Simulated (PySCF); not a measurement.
The dipole of `C=CC(=C)[Si@H](P)C(C)=O` from its density and from atomic charges.

Coordinates (GFN2-xTB, Å) and charges (e) from the PBE0/pcSseg-1 density (PySCF):

| atom | x | y | z | Mulliken | IAO | Hirshfeld | ESP-fitted |
| --- | --- | --- | --- | --- | --- | --- | --- |
| C1 | -2.409 | -0.231 | -0.920 | -0.1749 | -0.3102 | -0.0952 | -0.4157 |
| C2 | -1.801 | 0.921 | -1.170 | -0.1006 | -0.1222 | -0.0423 | -0.0992 |
| C3 | -0.587 | 1.393 | -0.524 | -0.4879 | -0.2399 | -0.0861 | -0.0810 |
| C4 | -0.079 | 2.585 | -0.847 | -0.0847 | -0.2760 | -0.0794 | -0.3532 |
| Si5 | 0.299 | 0.311 | 0.753 | +0.5885 | +0.6271 | +0.2846 | +0.3748 |
| P6 | 2.151 | 1.402 | 1.418 | -0.2370 | -0.0916 | -0.0069 | -0.3808 |
| C7 | 0.800 | -1.369 | -0.079 | -0.0547 | +0.1529 | +0.0816 | +0.4416 |
| C8 | 0.682 | -2.620 | 0.748 | -0.2472 | -0.4742 | -0.1276 | -0.3957 |
| O9 | 1.234 | -1.373 | -1.206 | -0.3374 | -0.3827 | -0.2230 | -0.4525 |
| H10 | -2.032 | -0.928 | -0.190 | +0.1278 | +0.1352 | +0.0383 | +0.1749 |
| H11 | -3.305 | -0.522 | -1.440 | +0.1219 | +0.1595 | +0.0518 | +0.1830 |
| H12 | -2.218 | 1.591 | -1.913 | +0.0988 | +0.1469 | +0.0495 | +0.1566 |
| H13 | -0.540 | 3.227 | -1.582 | +0.1148 | +0.1500 | +0.0515 | +0.1718 |
| H14 | 0.820 | 2.964 | -0.382 | +0.1398 | +0.1467 | +0.0361 | +0.1788 |
| H15 | -0.517 | 0.019 | 1.945 | -0.0243 | -0.1159 | -0.0796 | -0.0898 |
| H16 | 2.642 | 0.351 | 2.174 | +0.0633 | -0.0006 | -0.0080 | +0.1285 |
| H17 | 2.904 | 1.035 | 0.316 | +0.0811 | +0.0090 | -0.0040 | +0.1261 |
| H18 | 1.301 | -2.511 | 1.637 | +0.1408 | +0.1623 | +0.0545 | +0.0885 |
| H19 | -0.348 | -2.742 | 1.075 | +0.1370 | +0.1602 | +0.0538 | +0.1079 |
| H20 | 0.998 | -3.495 | 0.184 | +0.1348 | +0.1635 | +0.0504 | +0.1354 |

**Question.** What dipole does each set of charges give (1 e·Å = 4.803 D), and what does the density give?

**Answer.** The full density gives (-0.99, -0.66, 1.37) D, 1.81 D in size; dipole vectors point from the negative to the positive end.

```
    scheme     μx     μy    μz  size (D)  share of the full size (%)  angle to the full dipole (°)
  Mulliken  -1.01  -1.20  4.01      4.30                         237                            21
       IAO  -1.14   0.33  3.07      3.29                         182                            31
 Hirshfeld  -0.53   0.41  1.60      1.73                          95                            39
ESP-fitted  -1.03  -0.61  1.40      1.84                         102                             2
```

**Question.** Which set comes closest?

**Answer.** Length of the difference vector: ESP-fitted 0.07 D, Hirshfeld 1.19 D, IAO 1.98 D, Mulliken 2.69 D. Closest: ESP-fitted. ESP charges are fitted to the potential around the molecule, whose slowest-falling term is the dipole's. The schemes that divide the density aren't constrained to reproduce the dipole.

**Question.** What is left for the Hirshfeld atoms' own dipoles?

**Answer.** The shares of the density sum to the whole, so what Σ q r misses lies in dipoles about the nuclei. The atomic dipoles sum to (-0.99, -0.66, 1.37) − (-0.53, 0.41, 1.60) = (-0.46, -1.07, -0.23) D, 1.19 D in size.

**Question.** With the origin at the mean of the coordinates, (0.000, 0.001, 0.000) Å, which are the largest single terms, by size, of the IAO dipole along the direction of the full one?

**Answer.** C8 -2.62, C4 +2.04, O9 +1.99, H19 +1.54, H13 -1.50 D; all 20 atoms together +2.82 D. The single terms depend on the origin, their sum doesn't.

**Question.** Give the size of the full dipole in other units.

**Answer.** 1.81 D = 0.713 au = 0.377 e·Å = 6.05 × 10⁻³⁰ C·m.

Isolated species at its GFN2-xTB geometry (one conformer only).

Conformer computed: `[CH2:1]=[CH:2][C:3](=[CH2:4])[Si@H:5]([PH2:6])[C:7]([CH3:8])=[O:9]`: C1–C2–C3–C4 -179°, C2–C3–Si5–P6 178°, C3–Si5–C7–C8 -142°, H–P6–Si5–C3 -173°, H–P6–Si5–C3 -81°.
